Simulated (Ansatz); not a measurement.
Worked example: CHBr3 + CH2ClF → CHBr2F + CH2BrCl

Species: CHBr3 (bromoform) `BrC(Br)Br`, singlet; CH2ClF (chlorofluoromethane) `FCCl`, singlet; CHBr2F (dibromofluoromethane) `FC(Br)Br`, singlet; CH2BrCl (bromochloromethane) `ClCBr`, singlet. The partners trade Br for F; both sit on C, so the bond types are kept.

Shapes, held fixed at every level: PBE0-D4/def2-TZVP. Programs: Ansatz 0.2.0. The zero-point and thermal change to 298 K, harmonic and unscaled (PBE0-D4/def2-TZVP), is -0.5 kJ/mol.

At CCSD(T)/def2-TZVPP; 1 Eh = 2625.50 kJ/mol:

```
species   energy (Eh)
  CHBr3  -7756.741522
 CH2ClF   -598.693144
 CHBr2F  -5283.774106
CH2BrCl  -3071.663206
```

Work out ΔH(298 K) of the reaction at this level.


1. Products less reactants: (-5283.774106) + (-3071.663206) − [(-7756.741522) + (-598.693144)] = -0.002646 Eh = -6.9 kJ/mol.
2. With the thermal change: -6.9 + (-0.5) = -7.4 kJ/mol.

Other levels give -13.2 (r2SCAN0-D4/def2-TZVPP) to -3.6 kJ/mol (MP2/def2-SVP). No measured value is set beside it here. Relativity is left out for Br unless named. Correlated rows may include outer-core shells of Br, which these sets cover unevenly.
